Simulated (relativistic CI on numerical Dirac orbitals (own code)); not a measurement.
**Pd⁺ (4d9) in a crystal field**

Calculated by Dirac-Coulomb-Breit CI, orbitals from a KLI potential per configuration, a model potential for QED, valence Slater integrals scaled by 0.9, one configuration in a parametric crystal field (own radial code).

Field parameters in Wybourne normalisation: Td as Oh with Dq negative (B⁴₀ = 21Dq, B⁴₄ = √(5/14) B⁴₀). The field is a parameter set, without covalency.

S is read from ⟨S²⟩ = S(S + 1).

Levels (cm⁻¹, degeneracy): 0 (2), 1704 (4), 10752 (4).

Q: Which field gives this pattern?
A. Td, 10Dq = -8200 cm⁻¹
B. Td, 10Dq = -4600 cm⁻¹
C. Td, 10Dq = -9100 cm⁻¹
D. Td, 10Dq = -6500 cm⁻¹

A: C. Td, 10Dq = -9100 cm⁻¹, ground level with S = 0.50.
